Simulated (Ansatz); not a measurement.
Relaxation of MoPt₃ with RKS PBE-D4/def2-SVP.

```sh
$ ansatz run in.yaml --threads 4 --pin off --events-out ev --progress --plain --max-ram 3916MiB
```

```yaml
crystal:
  periodic: [false, false, false]
  atoms:
    - {symbol: Mo, position_ang: [-0.546800, 0.475110, -0.008210]}
    - {symbol: Pt, position_ang: [1.472920, 1.307740, -0.886510]}
    - {symbol: Pt, position_ang: [0.027070, -0.297340, 2.139940]}
    - {symbol: Pt, position_ang: [-0.953190, -1.485500, -1.245220]}
basis:
  gaussian: {orbitals: def2-SVP}
hamiltonian: {xc: pbe, dispersion: d4}
scf: {lower_state_search: "off"}
output: {orbitals: {seedname: orbitals}}
relax: {f_tol: 0.02, max_steps: 100}
```

Run time 7.5 s (4 threads of Arm Neoverse V2 on a shared host).

Positions (Å) and forces (eV/Å) at steps 1, 2, 4 of 4:

```xyz
4
step=1 energy=-11603.9360 eV
Mo   -0.547    0.475   -0.008    2.468   -2.132    0.034
Pt    1.473    1.308   -0.887   -1.912   -0.522    0.739
Pt    0.027   -0.297    2.140   -0.690    0.829   -1.811
Pt   -0.953   -1.486   -1.245    0.134    1.826    1.037
4
step=2 energy=-11604.3364 eV
Mo   -0.397    0.346   -0.006   -0.836    0.708   -0.011
Pt    1.377    1.298   -0.855    1.188    0.792   -0.622
Pt   -0.017   -0.249    2.062    0.166   -0.337    1.497
Pt   -0.962   -1.395   -1.201   -0.518   -1.163   -0.864
4
step=4 energy=-11604.4857 eV
Mo   -0.303    0.264   -0.005    0.005   -0.004    0.000
Pt    1.408    1.397   -0.898   -0.006   -0.004    0.003
Pt   -0.056   -0.229    2.165   -0.001    0.002   -0.007
Pt   -1.049   -1.432   -1.261    0.002    0.006    0.004
```

In the def2 sets Mo, Pt take a core potential; there is no spin–orbit coupling. This restricted singlet of an open-shell metal (gap down to 0.57 eV) wasn't tested against broken symmetry. The relaxation made no stability test and no search for a lower SCF solution. At PBE0-D4/def2-TZVP a triplet of charge 0 lies 0.16 eV below the restricted singlet, each at its own geometry. The structure comes from a short search, and lower isomers may exist.
